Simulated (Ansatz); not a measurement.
Consider the ligand exchange at the Si–C bond: `[SiH3]C1N[SiH2]1` + `NCS` → `NCS[SiH3]` + `C1N[SiH2]1`.

Gas-phase electronic energies from Ansatz, PBE0-D4/def2-TZVP geometries. CCSD(T)/CBS is the MP2 limit (def2-TZVPP, def2-QZVPP) plus CCSD(T) − MP2 in def2-TZVPP, frozen cores. DFT in def2-TZVPP. One conformer a species, not always the lowest.

`[SiH3]C1N[SiH2]1`:

Cartesian coordinates in Å:
```
Si 0.558 -0.030 -1.488
C 0.060 -0.705 0.170
N -1.314 -0.401 0.723
Si -0.080 0.426 1.606
H 2.014 -0.227 -1.715
H -0.188 -0.691 -2.596
H 0.236 1.424 -1.533
H 0.353 -1.739 0.356
H -1.931 0.082 0.084
H 0.127 -0.010 3.002
H 0.165 1.869 1.389
```

`NCS`:

```xyz
8

N    -0.922    0.576    0.337
C     0.444    0.124    0.208
S     0.584   -1.681    0.197
H    -0.954    1.587    0.414
H    -1.470    0.309   -0.470
H     1.002    0.439    1.093
H     0.986    0.497   -0.669
H     0.331   -1.851   -1.110
```

`NCS[SiH3]`:

```xyz
11

N    -1.172    0.446    1.849
C    -0.084    0.093    0.978
S    -0.741   -1.005   -0.334
Si    0.652   -0.564   -1.876
H    -0.833    0.870    2.702
H    -1.813    1.085    1.398
H     0.660   -0.464    1.550
H     0.420    0.939    0.490
H     0.670    0.895   -2.167
H     0.203   -1.323   -3.068
H     2.039   -0.972   -1.521
```

`C1N[SiH2]1`:

```xyz
8

C     0.310   -0.869    0.192
N     0.883    0.506    0.298
Si   -0.612    0.519   -0.561
H     0.924   -1.562   -0.377
H    -0.101   -1.310    1.100
H     1.008    0.861    1.234
H    -1.858    0.964    0.105
H    -0.553    0.891   -1.990
```

Task: Is it downhill or uphill in electronic energy at CCSD(T)/CBS, and by how much? (Estimate.)

Result: Computed: Downhill: ΔE = -0.50 eV.

Task: What do these levels give: BLYP-D4, r2SCAN-D4, PBE0-D4, r2SCANh-D4, ωB97X-V, PBE-QIDH, BLYP, CCSD/def2-SVP, CCSD(T)/def2-SVP, MP2/def2-TZVPP, SCS-MP2/def2-QZVPP, HF/CBS(def2)? (Estimate.)

Result: The calculation gave: BLYP-D4 -0.50, r2SCAN-D4 -0.54, PBE0-D4 -0.53, r2SCANh-D4 -0.54, ωB97X-V -0.51, PBE-QIDH -0.53, BLYP -0.52, CCSD/def2-SVP -0.46, CCSD(T)/def2-SVP -0.45, MP2/def2-TZVPP -0.51, SCS-MP2/def2-QZVPP -0.51, HF/CBS(def2) -0.55 eV.

Largest T1 diagnostic among the species: 0.013.

In def2-TZVPP, CCSD(T) changes the Hartree–Fock value by +0.07 eV (the triples alone add +0.00 eV) and MP2 by +0.05 eV. At CCSD(T), def2-SVP lies +0.05 eV from the extrapolated value and def2-TZVPP +0.02 eV. Leaving LDA and LC-ωPBE aside and taking each functional with its dispersion term where it has one, the values, not all of them listed here, spread over 0.04 eV, from r2SCAN0-D4 to BLYP-D4. LDA lies +0.04 eV from PBE without D4.
